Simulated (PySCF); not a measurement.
O2, charge +1, doublet, geometry from GFN2-xTB (a state made from the parent by changing its charge; the spin is typed, not shown lowest). Base run: B3LYP/6-31G (PySCF).

PySCF was given this input:
```python
from pyscf import gto, scf, dft

mol = gto.Mole()
mol.atom = '''
    O    -0.000000   -0.000000   -0.549573
    O     0.000000    0.000000    0.549573
'''
mol.basis = '6-31g'
mol.charge = 1
mol.spin = 1
mol.verbose = 3
mol.build()

mf = dft.UKS(mol)
mf.xc = 'b3lyp'
mf.kernel()
```

Each row names what was changed in the base input (with any setting that the change needs).

```json
[
 {"change": "base", "ΔE vs base (µEh)": "0.0", "grid points": "28168", "electrons on the grid": "15.00000"},
 {"change": "grids.level = 4", "ΔE vs base (µEh)": "0.1", "grid points": "56520", "electrons on the grid": "15.00000"},
 {"change": "grids.atom_grid = (99, 590)", "ΔE vs base (µEh)": "0.1", "grid points": "62272", "electrons on the grid": "15.00000"},
 {"change": "grids.radi_method = mura_knowles", "ΔE vs base (µEh)": "0.0", "grid points": "26872", "electrons on the grid": "15.00000"},
 {"change": "grids.prune = dft.gen_grid.sg1_prune", "ΔE vs base (µEh)": "0.8", "grid points": "12784", "electrons on the grid": "14.99997"},
 {"change": "grids.atom_grid = (50, 194)", "ΔE vs base (µEh)": "0.3", "grid points": "12848", "electrons on the grid": "15.00000"},
 {"change": "grids.becke_scheme = stratmann", "ΔE vs base (µEh)": "0.6", "grid points": "28168", "electrons on the grid": "15.00000"},
 {"change": "grids.atom_grid = (150, 974)", "ΔE vs base (µEh)": "0.1", "grid points": "154680", "electrons on the grid": "15.00000"},
 {"change": "grids.radi_method = gauss_chebyshev", "ΔE vs base (µEh)": "0.0", "grid points": "27736", "electrons on the grid": "15.00000"},
 {"change": "small_rho_cutoff = 0", "ΔE vs base (µEh)": "0.0", "grid points": "28168", "electrons on the grid": "15.00000"},
 {"change": "grids.level = 7", "ΔE vs base (µEh)": "0.1", "grid points": "173440", "electrons on the grid": "15.00000"}
]
```

Open shells are given as the SCF converged; they aren't shown to be the lowest states, and a large step between rows can be another state.
